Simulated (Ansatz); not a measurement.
# The standard entropy of CBr3Cl (tribromochloromethane) from a frequency calculation

A singlet with charge 0, relaxed at PBE0-D4/def2-TZVP (Ansatz 0.2.0):

```xyz
5

Cl    0.5029   -0.9625    1.4251
C     0.0113   -0.0215    0.0319
Br   -1.5029    1.0910    0.4995
Br   -0.4896   -1.2101   -1.4122
Br    1.4782    1.1032   -0.5444
```

Harmonic wavenumbers in cm⁻¹: 141, 141, 213, 218, 218, 340, 690, 691, 767.

Masses in u: Cl 35.45, C 12.011, Br 79.904. Take T = 298.15 K, p = 1 bar, R = 8.3145 J/(mol K), kT/hc = 207.22 cm⁻¹, rigid rotor and harmonic oscillator.

**Question.** Compute the standard molar entropy.

**Answer.** 
1. Translation (Sackur–Tetrode): S = R[3/2 ln M + 5/2 ln T − 1.1517] with M = 287.173 gives 179.4 J/(mol K).
2. Rotation: principal moments 578.154, 578.172, 797.174 u Å² give A, B, C = 0.0292, 0.0292, 0.0211 cm⁻¹; the symmetry number is σ = 3; q = (√π/σ)√((kT/hc)³/ABC) = 415506; S = R(ln q + 3/2) = 120.0.
3. Vibration: with u = ν̃/207.22, each mode gives R[u/(eᵘ − 1) − ln(1 − e⁻ᵘ)]; the sum is 57.0, most from 141 cm⁻¹ (11.7), 141 cm⁻¹ (11.7), 213 cm⁻¹ (8.4).
4. Electronic: R ln 1 = 0.0, from the spin multiplicity alone.
5. Sum: 179.4 + 120.0 + 57.0 + 0.0 = 356.4 J/(mol K).

The tabulated value is 357.8 J/(mol K) (CRC Handbook of Chemistry and Physics): the model is off by -1.4.
